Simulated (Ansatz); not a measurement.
Saddle point of BHSF2, closed shell (BHSF₂ ([F][B]([F])[SH]) → BSF + HF; bonds formed: F2–H4; bonds broken: B1–F2, S3–H4), PBE0-D4/def2-TZVP structure:

```tsv
atom	x (Å)	y (Å)	z (Å)
B1	0.0016	0.2402	-0.5068
F2	-0.1384	0.3718	1.1737
S3	0.2559	-1.4092	-0.7151
H4	0.0184	-0.6359	1.0257
F5	-0.1375	1.4331	-0.9775
```

Energies are electronic, without zero-point energy. Barriers and step energies count from the start structure reached by relaxing down the imaginary mode; all methods use the PBE0-D4 structures, on which another method's saddle can fall below an end. Ansatz 0.2.0; basis: def2-TZVPP, with def2-QZVPP for the basis limit; cores frozen in the correlated methods. B3LYP uses VWN-RPA correlation. Extrapolation: Hartree–Fock as exp(−7.88 √X), correlation as X^−2.97.

| method | barrier (kJ/mol) | step energy (kJ/mol) |
| --- | --- | --- |
| SPW92 | 208.4 | 215.4 |
| PBE-D4 | 217.1 | 192.0 |
| BLYP-D4 | 226.4 | 184.4 |
| r2SCAN-D4 | 233.1 | 204.9 |
| B97M-V | 243.8 | 201.9 |
| PBE0-D4 | 237.2 | 205.0 |
| B3LYP-D4 | ? | 197.3 |
| r2SCAN0-D4 | 245.9 | 212.5 |
| BHLYP-D4 | 265.2 | 213.6 |
| CAM-B3LYP-D4 | 249.2 | 210.4 |
| wB97X-V | 248.8 | 212.2 |
| wB97M-V | 239.5 | 203.8 |
| B2PLYP | ? | 196.4 |
| PBE-QIDH | 246.9 | 208.6 |
| RPA on PBE | 244.1 | 195.5 |
| HF | ? | 219.3 |
| MP2 | 237.5 | 192.3 |
| CCSD | 258.3 | 204.8 |
| CCSD(T) | 246.7 | 198.7 |

(1) Fill in the withheld barriers. (An estimate is asked for; the value comes from the calculation.)

No T1 diagnostic of these runs exceeds 0.016.

Results:

(1) The calculation gives: B2PLYP 242.9; B3LYP-D4 242.1; HF 299.9 kJ/mol. Each is the energy of the saddle less that of the start structure, by the same method.

For comparison, the barrier by CCSD(T) at an estimated basis limit (MP2 extrapolated from triple and quadruple zeta, plus CCSD(T) − MP2 in triple zeta) is 244.3 kJ/mol.

Labels in which every atom is bracketed show which atoms are joined, not bond orders.

For scale, one of the runs: CCSD(T)/def2-TZVPP, 149 basis functions, launched by `ansatz run in.yaml --threads 2 --pin off --events-out ev --progress --plain --max-ram 4352MiB`. Hardware: 2 CPU threads of an Intel Xeon 6975P-C, shared host. Wall time 7.5 s; peak host memory 1.1 GiB.
